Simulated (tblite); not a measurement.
Record of a relaxation.

Compound: C5H11GeNO.
Atom-mapped SMILES: `[CH3:1][C:2](=[O:3])[C@H:4]1[CH2:5][NH:6][CH2:7][GeH2:8]1` (hydrogens: H9, H10, H11 on C1; H12 on C4; H13, H14 on C5; H15 on N6; H16, H17 on C7; H18, H19 on Ge8)

Computed with GFN2-xTB (tblite), gas phase: L-BFGS steps from a force-field or distance-geometry start until the largest atomic force falls under 0.01 eV/Å. 6 of its 179 geometries are shown.

Step 0: E = -684.8830 eV, largest atomic force 2.610 eV/Å
```
atom  x, y, z in Å  |  force x, y, z in eV/Å
C1     -2.650   -0.177   -0.588   -2.004   0.350   0.543
C2     -1.457    0.618   -0.197    0.057   0.555  -0.048
O3     -1.403    1.812   -0.406   -0.259  -0.005  -0.066
C4     -0.318   -0.047    0.463   -0.445  -0.259   2.559
C5      0.344   -1.145   -0.293   -0.637  -1.338  -2.009
N6      1.502   -0.666   -0.973    1.587  -0.740  -1.402
C7      2.449   -0.109   -0.015   -0.705   0.817   0.589
Ge8     1.167    1.199    0.722    0.455   1.558   0.807
H9     -3.455    0.564   -0.873    0.816  -0.773  -0.095
H10    -3.102   -0.714    0.297    0.819   0.157  -0.969
H11    -2.446   -0.848   -1.428   -0.137   0.066   0.387
H12    -0.637   -0.471    1.461   -0.147   0.451  -0.815
H13     0.611   -2.043    0.296    0.085   0.578   0.003
H14    -0.364   -1.506   -1.077    0.411  -0.089   0.267
H15     1.339    0.046   -1.723   -0.214  -0.839   0.920
H16     3.302    0.386   -0.465    0.148  -0.574  -0.184
H17     2.717   -0.795    0.809    0.117  -0.061  -0.875
H18     1.445    1.507    2.187   -0.253   0.283   0.003
H19     0.946    2.397   -0.190    0.307  -0.139   0.385
```

Step 36: E = -685.5827 eV, largest atomic force 0.188 eV/Å
```
atom  x, y, z in Å  |  force x, y, z in eV/Å
C1     -2.679   -0.156   -0.555    0.011  -0.052  -0.064
C2     -1.451    0.679   -0.304    0.032   0.127   0.010
O3     -1.359    1.818   -0.700    0.094  -0.028  -0.025
C4     -0.348    0.017    0.464    0.002   0.026   0.042
C5      0.322   -1.161   -0.304    0.003  -0.033  -0.018
N6      1.538   -0.783   -0.985   -0.006   0.026   0.054
C7      2.416   -0.049   -0.091   -0.031   0.023   0.021
Ge8     1.190    1.241    0.849   -0.004   0.032   0.011
H9     -3.512    0.470   -0.859   -0.031   0.055   0.058
H10    -2.940   -0.760    0.307   -0.035   0.050   0.096
H11    -2.460   -0.838   -1.371    0.007  -0.101  -0.158
H12    -0.794   -0.379    1.379    0.016  -0.052   0.032
H13     0.578   -1.934    0.426    0.089  -0.022  -0.009
H14    -0.356   -1.597   -1.037   -0.027  -0.054  -0.015
H15     1.309   -0.187   -1.778    0.003  -0.045   0.021
H16     3.239    0.378   -0.662   -0.064   0.052   0.039
H17     2.844   -0.737    0.645   -0.064  -0.061  -0.110
H18     1.374    1.385    2.338    0.023   0.015   0.037
H19     1.081    2.603    0.246   -0.018   0.041  -0.022
```

Step 71: E = -685.7227 eV, largest atomic force 0.103 eV/Å
```
atom  x, y, z in Å  |  force x, y, z in eV/Å
C1     -2.660    0.019   -0.615    0.016   0.028   0.008
C2     -1.230    0.475   -0.483    0.045   0.032  -0.087
O3     -0.721    1.238   -1.284   -0.052  -0.029   0.060
C4     -0.381   -0.126    0.574   -0.009   0.048   0.032
C5      0.414   -1.273   -0.129   -0.011  -0.023   0.015
N6      1.441   -0.751   -0.989   -0.019  -0.020   0.042
C7      2.321    0.110   -0.234   -0.036   0.058   0.014
Ge8     1.096    1.168    0.985    0.039  -0.018  -0.011
H9     -3.307    0.876   -0.791    0.013  -0.001  -0.041
H10    -2.996   -0.519    0.265   -0.001  -0.022   0.020
H11    -2.731   -0.635   -1.487   -0.016   0.053   0.060
H12    -0.947   -0.516    1.416   -0.049  -0.077  -0.012
H13     0.887   -1.884    0.648    0.020   0.013  -0.029
H14    -0.258   -1.909   -0.712    0.032  -0.009   0.007
H15     0.992   -0.201   -1.720    0.078  -0.042  -0.008
H16     2.922    0.714   -0.907    0.002   0.051  -0.035
H17     3.001   -0.506    0.362   -0.066  -0.011   0.026
H18     1.421    1.146    2.468    0.015  -0.031  -0.039
H19     0.728    2.580    0.639   -0.003   0.000  -0.022
```

Step 107: E = -685.7424 eV, largest atomic force 0.083 eV/Å
```
atom  x, y, z in Å  |  force x, y, z in eV/Å
C1     -2.690    0.136   -0.560   -0.002   0.011  -0.034
C2     -1.213    0.419   -0.518   -0.007  -0.004  -0.012
O3     -0.669    1.120   -1.353   -0.015  -0.001  -0.004
C4     -0.384   -0.220    0.529   -0.007  -0.014  -0.011
C5      0.488   -1.326   -0.147    0.018  -0.003   0.019
N6      1.517   -0.774   -0.983    0.000  -0.029   0.002
C7      2.316    0.161   -0.234   -0.019   0.024   0.008
Ge8     1.025    1.141    0.979   -0.034   0.006  -0.025
H9     -3.232    1.030   -0.858   -0.001   0.031   0.020
H10    -3.060   -0.230    0.395    0.006   0.003  -0.050
H11    -2.867   -0.615   -1.331   -0.009  -0.051   0.065
H12    -0.962   -0.659    1.340   -0.030   0.015  -0.014
H13     0.972   -1.889    0.659    0.022  -0.048  -0.026
H14    -0.131   -2.012   -0.731    0.026   0.038   0.009
H15     1.089   -0.297   -1.773   -0.013   0.011   0.040
H16     2.884    0.799   -0.904    0.006   0.028  -0.022
H17     3.023   -0.395    0.390   -0.007  -0.021   0.018
H18     1.351    1.099    2.460    0.015   0.006  -0.005
H19     0.532    2.522    0.649    0.051  -0.003   0.022
```

Step 142: E = -685.7690 eV, largest atomic force 0.043 eV/Å
```
atom  x, y, z in Å  |  force x, y, z in eV/Å
C1     -2.717    0.267   -0.424    0.011  -0.037  -0.007
C2     -1.226    0.330   -0.628   -0.010  -0.008  -0.001
O3     -0.718    0.915   -1.566    0.011   0.018   0.008
C4     -0.381   -0.341    0.388   -0.015   0.014   0.006
C5      0.579   -1.365   -0.288   -0.004   0.002   0.003
N6      1.640   -0.720   -1.011    0.009  -0.013  -0.011
C7      2.345    0.187   -0.147   -0.014   0.013   0.006
Ge8     0.921    1.075    0.988    0.009  -0.038  -0.017
H9     -3.228    0.896   -1.148   -0.004   0.009  -0.020
H10    -2.960    0.592    0.586   -0.002  -0.006  -0.008
H11    -3.052   -0.764   -0.542    0.007   0.025   0.019
H12    -0.973   -0.824    1.162    0.009  -0.015   0.015
H13     1.026   -1.982    0.499    0.017  -0.006   0.020
H14     0.033   -2.019   -0.971   -0.039  -0.001  -0.008
H15     1.231   -0.205   -1.788    0.010   0.009   0.001
H16     2.953    0.876   -0.726    0.011   0.004  -0.007
H17     3.001   -0.390    0.512    0.001   0.010  -0.002
H18     1.103    1.041    2.494   -0.005   0.002  -0.005
H19     0.415    2.442    0.617   -0.001   0.019   0.009
```

Step 178: E = -685.7776 eV, largest atomic force 0.009 eV/Å
```
atom  x, y, z in Å  |  force x, y, z in eV/Å
C1     -2.700    0.174   -0.521    0.002  -0.004  -0.001
C2     -1.216    0.413   -0.555    0.001   0.006   0.000
O3     -0.682    1.119   -1.389   -0.001  -0.003   0.003
C4     -0.387   -0.264    0.471    0.001  -0.003  -0.001
C5      0.507   -1.329   -0.240    0.001  -0.004  -0.001
N6      1.550   -0.725   -1.022   -0.001   0.007   0.006
C7      2.327    0.169   -0.200    0.007   0.000  -0.002
Ge8     1.000    1.084    1.018    0.000   0.000  -0.001
H9     -3.187    0.681   -1.350   -0.006   0.005  -0.002
H10    -3.099    0.546    0.421    0.001   0.002  -0.001
H11    -2.902   -0.895   -0.573   -0.001  -0.004  -0.001
H12    -0.982   -0.737    1.250    0.004   0.000  -0.001
H13     0.976   -1.947    0.533   -0.003  -0.003   0.002
H14    -0.096   -1.974   -0.884   -0.004   0.000   0.000
H15     1.126   -0.197   -1.781    0.000  -0.002   0.001
H16     2.915    0.841   -0.820    0.000   0.002  -0.001
H17     3.012   -0.424    0.414   -0.001   0.000  -0.001
H18     1.288    0.987    2.504    0.000   0.002  -0.002
H19     0.541    2.486    0.731   -0.001  -0.003   0.002
```

Task: Summarise the path.

Result: The energy falls by 20.63 kcal/mol from step 0 to step 178; nine tenths of that is first reached at step 57. It never rises by more than 0.2 meV. The largest force goes from 2.610 to 0.009 eV/Å. Among the bonds C4–C5 changes most, from 1.488 to 1.562 Å; the atoms move by 0.677 Å rms after alignment.

Task: Follow the three bonds and two angles with the largest change from start to end.

Result: 
```tsv
step	E above end (kcal/mol)	largest force (eV/Å)	C4–C5 (Å)	C4–Ge8 (Å)	C7–Ge8 (Å)	N6–C7–Ge8 (°)	Ge8–C4–H12 (°)
0	20.63	2.610	1.488	1.955	1.974	94.4	109.7
8	6.28	0.304	1.554	2.006	1.999	102.1	112.6
15	5.32	0.104	1.559	2.012	2.006	102.9	113.6
23	5.01	0.082	1.560	2.006	2.009	103.3	112.2
31	4.81	0.083	1.560	2.003	2.009	103.8	111.3
39	4.23	0.145	1.563	2.012	2.018	104.5	113.2
46	3.50	0.253	1.564	2.011	2.021	105.7	113.6
54	2.36	0.377	1.564	2.002	2.009	105.2	117.2
62	1.61	0.143	1.564	2.007	2.022	105.0	119.1
70	1.30	0.100	1.563	2.006	2.023	105.0	117.0
77	1.05	0.071	1.565	2.009	2.016	105.4	118.5
85	0.95	0.035	1.564	2.009	2.015	105.8	119.0
93	0.92	0.034	1.564	2.008	2.018	105.8	119.0
101	0.88	0.037	1.563	2.008	2.023	105.9	119.1
108	0.79	0.081	1.562	2.010	2.024	105.8	118.4
116	0.53	0.070	1.563	2.009	2.024	105.5	117.5
124	0.38	0.067	1.561	2.016	2.024	105.6	117.5
132	0.26	0.059	1.559	2.013	2.023	105.7	117.0
139	0.21	0.035	1.558	2.014	2.024	105.6	116.9
147	0.17	0.030	1.559	2.013	2.024	105.7	116.9
155	0.14	0.043	1.559	2.012	2.022	105.6	117.2
163	0.05	0.083	1.561	2.011	2.023	105.5	117.8
170	0.01	0.021	1.562	2.008	2.021	105.7	118.0
178	0.00	0.009	1.562	2.009	2.021	105.7	118.3
```

What follows is the cost of the whole relaxation. The run took 1.1 s wall on one thread, Arm Neoverse V2 (aarch64), on a shared host.
